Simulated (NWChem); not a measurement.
Everything below was run with NWChem. System: IPb (+1), charge 1, spin multiplicity 1, at a geometry optimised with PBE/def2-SVP with def2 effective core potentials on I, Pb. The structure started from a generated list of species. Level: TD-PBE/def2-SVPD with def2 effective core potentials on I, Pb.

Output (cleaned and shortened):

```
             Northwest Computational Chemistry Package (NWChem) 7.3.0
             --------------------------------------------------------

                                NWChem Input Module
                                -------------------

 Scaling coordinates for geometry "geometry" by  1.889725989
 (inverse scale =  0.529177249)

 Turning off AUTOSYM since
 SYMMETRY directive was detected!

                             Geometry "geometry" -> ""
                             -------------------------

 Output coordinates in angstroms (scale by  1.889725989 to convert to a.u.)

  No.       Tag          Charge          X              Y              Z
 ---- ---------------- ---------- -------------- -------------- --------------
    1 Pb                  82.0000     0.00000000     0.00000000    -1.06936300
    2 I                   53.0000     0.00000000     0.00000000     1.65448700

 Effective nuclear repulsion energy (a.u.)     844.3212086395

            Nuclear Dipole moment (a.u.)
            ----------------------------
        X                 Y               Z
 ---------------- ---------------- ----------------
     0.0000000000     0.0000000000     0.0000850377

      Symmetry information
      --------------------

 Group name             C2v
 Group number             16
 Group order               4
 No. of unique centers     2

      Symmetry unique atoms

     1    2


 Summary of "ao basis" -> "" (spherical)
 ------------------------------------------------------------------------------
       Tag                 Description            Shells   Functions and Types
 ---------------- ------------------------------  ------  ---------------------
 *                         def2-svpd                  on all atoms

 Summary of "ao basis" -> "ao basis" (spherical)
 ------------------------------------------------------------------------------
       Tag                 Description            Shells   Functions and Types
 ---------------- ------------------------------  ------  ---------------------
 Pb                        def2-svpd                12       32   5s4p3d
 I                         def2-svpd                13       35   5s5p3d

 Summary of "ao basis" -> "ao basis" (spherical)
 ------------------------------------------------------------------------------
       Tag                 Description            Shells   Functions and Types
 ---------------- ------------------------------  ------  ---------------------
[...]
     Transition Moments   XX  0.00000  XY -0.00000  XZ  0.13329
     Transition Moments   YY  0.00000  YZ -2.52424  ZZ -0.00000
     Dipole Oscillator Strength                    0.0042538657
     Electric Quadrupole                           0.0000000856
     Magnetic Dipole                               0.0000033620
     Total Oscillator Strength                     0.0042573133

          sigma_e =   1.9703 Angstrom
          sigma_h =   1.9793 Angstrom
         |d_h->e| =   1.4978 Angstrom
            d_exc =   3.1792 Angstrom
            d_CD1 =   1.5068 Angstrom
            d_CD2 =  -0.4770 Angstrom
            d_CD3 =   4.6770 Angstrom
     Pearson C.C. =  -0.0082

     Occ.   21  a1  ---  Virt.   24  b1   0.05266 X
     Occ.   21  a1  ---  Virt.   25  b2  -0.99731 X
  ----------------------------------------------------------------------------
  Root   6 singlet a1             0.143228830 a.u.                3.8975 eV
  ----------------------------------------------------------------------------
     Transition Moments    X -0.00000   Y -0.00000   Z -0.94061
     Transition Moments   XX  0.37612  XY -0.00000  XZ  0.00000
     Transition Moments   YY  0.37612  YZ  0.00000  ZZ -2.16766
     Dipole Oscillator Strength                    0.0844808172
     Electric Quadrupole                           0.0000000337
     Magnetic Dipole                               0.0000000000
     Total Oscillator Strength                     0.0844808509

          sigma_e =   2.0895 Angstrom
          sigma_h =   1.7042 Angstrom
         |d_h->e| =   1.9263 Angstrom
            d_exc =   3.3434 Angstrom
            d_CD1 =   2.3115 Angstrom
            d_CD2 =   0.0295 Angstrom
            d_CD3 =   5.2697 Angstrom
     Pearson C.C. =  -0.0278

     Occ.   21  a1  ---  Virt.   26  a1  -0.35573 X
     Occ.   21  a1  ---  Virt.   26  a1  -0.06727 Y
     Occ.   22  b2  ---  Virt.   25  b2  -0.66986 X
     Occ.   22  b2  ---  Virt.   25  b2   0.11453 Y
     Occ.   23  b1  ---  Virt.   24  b1  -0.66986 X
     Occ.   23  b1  ---  Virt.   24  b1   0.11453 Y
  ----------------------------------------------------------------------------
  Root   7 singlet b1             0.190392769 a.u.                5.1809 eV
  ----------------------------------------------------------------------------
     Transition Moments    X  0.09793   Y -0.01685   Z -0.00000
     Transition Moments   XX  0.00000  XY -0.00000  XZ  1.23533
     Transition Moments   YY  0.00000  YZ -0.21251  ZZ -0.00000
     Dipole Oscillator Strength                    0.0012533603
     Electric Quadrupole                           0.0000000577
     Magnetic Dipole                               0.0000001488
     Total Oscillator Strength                     0.0012535668

          sigma_e =   2.4479 Angstrom
          sigma_h =   1.6042 Angstrom
         |d_h->e| =   1.8202 Angstrom
            d_exc =   3.4494 Angstrom
            d_CD1 =   2.6638 Angstrom
            d_CD2 =  -0.2059 Angstrom
            d_CD3 =   5.2696 Angstrom
     Pearson C.C. =  -0.0025

     Occ.   22  b2  ---  Virt.   26  a1   0.16938 X
     Occ.   23  b1  ---  Virt.   26  a1  -0.98465 X
  ----------------------------------------------------------------------------
  Root   8 singlet b2             0.190392769 a.u.                5.1809 eV
  ----------------------------------------------------------------------------
     Transition Moments    X -0.01685   Y -0.09793   Z  0.00000
     Transition Moments   XX  0.00000  XY -0.00000  XZ -0.21251
     Transition Moments   YY  0.00000  YZ -1.23533  ZZ  0.00000
     Dipole Oscillator Strength                    0.0012533603
     Electric Quadrupole                           0.0000000577
     Magnetic Dipole                               0.0000001488
     Total Oscillator Strength                     0.0012535668

          sigma_e =   2.4479 Angstrom
          sigma_h =   1.6042 Angstrom
         |d_h->e| =   1.8202 Angstrom
            d_exc =   3.4494 Angstrom
            d_CD1 =   2.6638 Angstrom
            d_CD2 =  -0.2059 Angstrom
            d_CD3 =   5.2696 Angstrom
     Pearson C.C. =  -0.0025

     Occ.   22  b2  ---  Virt.   26  a1   0.98465 X
     Occ.   23  b1  ---  Virt.   26  a1   0.16938 X

              Target root =      1
          Target symmetry = none
      Ground state energy =   -490.390561070223
        Excitation energy =      0.101401548338
     Excited state energy =   -490.289159521886

  stored tddft:energy   -490.28915952188561

 Task  times  cpu:       37.6s     wall:       37.6s

 Total times  cpu:       37.6s     wall:       37.6s
```

Problem. Write an NWChem input that would produce this output.

Solution. This is not unique; one that fits is 
```
start mol
memory heap 200 mb stack 900 mb global 1100 mb
charge 1
geometry units angstroms nocenter noautoz
  Pb     0.000000     0.000000    -1.069363
  I      0.000000     0.000000     1.654487
  symmetry group C2v
end
basis spherical
  * library def2-svpd
end
ecp
  I library def2-ecp
  Pb library def2-ecp
end
dft
  xc xpbe96 cpbe96
  semidirect memsize 60000000 filesize 0
  iterations 100
end
tddft
  rpa
  nroots 8
  notriplet
  thresh 1e-4
end
task tddft energy
```
